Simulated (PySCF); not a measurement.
# Heteronuclear NMR

Geometry:
| atom | x (Å) | y (Å) | z (Å) |
| --- | --- | --- | --- |
| C1 | 2.869 | 0.863 | -0.434 |
| O2 | 2.228 | -0.391 | -0.404 |
| C3 | 0.899 | -0.378 | -0.095 |
| C4 | 0.041 | 0.603 | 0.183 |
| F5 | 0.253 | 1.936 | 0.189 |
| N6 | -1.231 | 0.162 | 0.579 |
| C7 | -2.376 | 0.947 | 0.181 |
| C8 | -1.277 | -1.260 | 0.243 |
| C9 | 0.187 | -1.697 | 0.078 |
| H10 | 3.912 | 0.661 | -0.673 |
| H11 | 2.804 | 1.366 | 0.535 |
| H12 | 2.436 | 1.515 | -1.200 |
| H13 | -2.591 | 0.864 | -0.894 |
| H14 | -3.245 | 0.603 | 0.741 |
| H15 | -2.190 | 1.990 | 0.427 |
| H16 | -1.835 | -1.407 | -0.693 |
| H17 | -1.792 | -1.804 | 1.037 |
| H18 | 0.341 | -2.355 | -0.776 |
| H19 | 0.558 | -2.209 | 0.969 |

Gas phase, non-relativistic, one averaged value for each set of equivalent atoms, a single conformation. GIAO PBE0/pcSseg-1 shieldings; geometry from GFN2-xTB; PySCF 2.14.0 with density-fitted response routines.

(1) Where does 19F resonate?

(2) What are the 15N shifts?

(3) What are the 17O shifts?

Results:

(1) 
```tsv
atoms	environment	σ (ppm)	δ (ppm)
F5	vinylic fluorine	336.7	-157.9
```

Shieldings were converted by a linear fit to measured shifts: 19F: δ = 146.13 − 0.903σ +14.6 on sp3 carbon (rms 6.0 ppm, 223 shifts, 7.0 ppm with the 5 outliers that the fit left out vs CFCl3, solution or neat liquid). Occasional misses reach two or three times the rms, and more in compound classes unlike the fitted ones.

On a 600 MHz spectrometer 19F resonates near 564.6 MHz, so 1 ppm is 564.6 Hz.

(2) 
```
atoms       environment  σ (ppm)  δ (ppm)
   N6  enamine nitrogen    198.7   -331.1
```

Shieldings were converted by a linear fit to measured shifts: 15N: δ = -148.07 − 0.921σ (rms 6.3 ppm, 71 shifts vs CH3NO2, solution or neat liquid). Occasional misses reach two or three times the rms, and more in compound classes unlike the fitted ones.

On a 600 MHz spectrometer 15N resonates near 60.8 MHz, so 1 ppm is 60.8 Hz.

(3) 
| atoms | environment | σ (ppm) | δ (ppm) |
| --- | --- | --- | --- |
| O2 | ether oxygen | 268.6 | 22.0 |

Shieldings were converted by a linear fit to measured shifts: 17O (scatter 10.7 ppm rms, 12.2 ppm with the 3 outliers that the fit left out vs liquid water, solution or neat liquid). A few per cent of atoms miss by over 2 rms, more outside the fitted compound classes.

On a 300 MHz spectrometer 17O resonates near 40.7 MHz, so 1 ppm is 40.7 Hz.
